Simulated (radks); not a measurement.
Values are calculated unless marked as measured or tabulated.
Q: The mean radii <r> (bohr) of the occupied orbitals of an atom or ion are listed with their occupations. Code: a radial shooting solver on a logarithmic mesh with Libxc functionals. Model: scalar-relativistic Kohn-Sham, PBEsol, spin-polarised, spherical densities, finite nucleus; Fermi nuclear charge, rms radius of each element as measured or else 0.836 A^(1/3) + 0.57 fm.

orbital  occ.      <r>
1s up       1  0.03264
1s down     1  0.03264
2s up       1   0.1420
2s down     1   0.1420
2p up       3   0.1237
2p down     3   0.1237
3s up       1   0.3910
3s down     1   0.3909
3p up       3   0.3907
3p down     3   0.3907
3d up       5   0.3705
3d down     5   0.3705
4s up       1   0.9808
4s down     1   0.9792
4p up       3    1.083
4p down     3    1.081
4d up       5    1.592
4d down     3    1.595
5s up       1    3.209

Name the element and its charge. Open shells, if any, are filled with parallel spins first.

A: Z = 45, rhodium, charge 0: Rh in [Kr] 4d8 5s1. The 1s radius gives Z: for a bare nucleus <r> = (2 gamma + 1)/(2Z) with gamma = sqrt(1 - (Z/c)^2), 0.0321 bohr for Z = 45, and screening makes it slightly larger (0.03264 here). The occupations add up to 45, and the charge is Z minus that.
